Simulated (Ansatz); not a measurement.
C2H5AlO (`[OH][Al]1[CH2][CH2]1`), relaxed with RKS PBE-D4/def2-SVP in Ansatz 0.2.0 from a rough embedded geometry. The force threshold is 0.03 eV/Å; the program also tests the step.

The species carries charge 0 and has multiplicity 1.

Start:

```xyz
9

O     1.259   -1.695    1.744
Al    0.394   -0.625    0.594
C    -0.659    0.919    0.018
C    -0.422    0.028   -1.070
H     2.248   -1.390    1.712
H    -1.730    0.958    0.359
H    -0.152    1.930   -0.022
H    -1.282   -0.552   -1.447
H     0.344    0.427   -1.887
```

**Question.** How much energy does the relaxation release, and in how many steps? (Estimate.)

**Answer.** Ansatz gave: 22.61 kcal/mol, in 15 steps, 2 of them rejected.

**Question.** Which bonds change most? (Estimate.)

**Answer.** The calculation gave: C3–C4 from 1.427 to 1.626 Å; C4–H9 from 1.188 to 1.108 Å; O1–Al2 from 1.793 to 1.715 Å; O1–H5 from 1.035 to 0.972 Å.

**Question.** Give the relaxed structure. (An estimate is asked.)

**Answer.** Ansatz gave: 
```xyz
9

O     1.472   -1.228    1.806
Al    0.500   -0.401    0.661
C    -0.708    0.973    0.114
C    -0.272   -0.063   -1.061
H     1.996   -2.003    1.539
H    -1.789    0.973    0.357
H    -0.371    2.016   -0.051
H    -1.109   -0.668   -1.463
H     0.281    0.401   -1.902
```
